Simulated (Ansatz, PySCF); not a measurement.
The pair A = HCl (SMILES Cl) (first 2 atoms), B = CH6Si (SMILES C[SiH3]); geometry from B3LYP-D3(BJ)/def2-TZVP.
(charge 0, multiplicity 1):
```xyz
10

Cl     0.044    -0.224    -0.152
H     -0.370    -0.720     0.963
C      0.822     0.820     3.457
Si    -0.431    -0.492     3.918
H      1.146     1.369     4.344
H      0.398     1.534     2.750
H      1.703     0.373     2.994
H      0.140    -1.481     4.862
H     -0.863    -1.241     2.704
H     -1.646     0.106     4.520
```

Frozen-core correlation. CBS(a, b) extrapolates the correlation energy as X⁻³ and adds the Hartree–Fock energy of set b. MP2 and its Hartree–Fock in aug-cc-pV(T+d)Z are density fitted.

Codes used: Ansatz (Gaussian basis) for Hartree–Fock, density functionals and correlated methods; PySCF for the dispersion terms. Values without a source in brackets are computed.

The monomers are drawn apart, rigid, along the line of their centres of mass. Counterpoise-corrected interaction energies (kcal/mol):

```csv
level,R = 4.647 Å,R = 5.401 Å
PBE/def2-TZVPPD,-0.9392,-0.4009
PBE-D3(BJ)/def2-TZVPPD,-1.5350,-0.6665
wB97M-V/def2-TZVPPD,-1.1388,-0.5186
"MP2/CBS(aug-cc-pV(D+d)Z, aug-cc-pV(T+d)Z) + ΔCCSD(T)/aug-cc-pV(D+d)Z",-1.2031,-0.5271
```

Problem. R is the distance of the centres of mass. Find the local exponent m of E ∝ R⁻ᵐ between the two points.

Solution. 
m = ln(E₁/E₂)/ln(R₂/R₁): PBE/def2-TZVPPD 5.7; PBE-D3(BJ)/def2-TZVPPD 5.6; wB97M-V/def2-TZVPPD 5.2; MP2/CBS(aug-cc-pV(D+d)Z, aug-cc-pV(T+d)Z) + ΔCCSD(T)/aug-cc-pV(D+d)Z 5.5. For scale, two fixed dipoles give m = 3, dipole and quadrupole 4, quadrupoles 5, and dispersion or dipole-induced dipole 6 at long range; at these distances several terms mix, and what is left of overlap and damping shifts m, so it need not match one of them.

Ansatz is an electronic-structure program.
